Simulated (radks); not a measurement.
Problem. Ru19+, configuration [Ar] 3d7. Calculated with a radial shooting solver on a logarithmic mesh with Libxc functionals: scalar-relativistic Kohn-Sham, B86b exchange with PBE correlation, spin-polarised, spherical densities, point nucleus; open shells are filled with parallel spins first (spin-orbit coupling, left out, can overturn this in heavy ions). Some entries of the table are withheld. Estimate them.

| orbital | occ. | eigenvalue (eV) | <r^2> (bohr^2) |
|---|---|---|---|
| 1s up | 1 | -22549.51 | 0.001509 |
| 1s down | 1 | -22549.48 | 0.001509 |
| 2s up | 1 | -3756.594 | 0.02488 |
| 2s down | 1 | -3750.409 | 0.02483 |
| 2p up | 3 | (1) | 0.01957 |
| 2p down | 3 | (2) | 0.01952 |
| 3s up | 1 | -1098.747 | 0.1708 |
| 3s down | 1 | -1091.148 | 0.1716 |
| 3p up | 3 | -990.9470 | 0.1695 |
| 3p down | 3 | -983.1931 | 0.1705 |
| 3d up | 5 | -824.7540 | 0.1468 |
| 3d down | 2 | -815.6818 | 0.1483 |

Solution. 
(1) 2p up eigenvalue (eV): -3428.888
(2) 2p down eigenvalue (eV): -3424.257
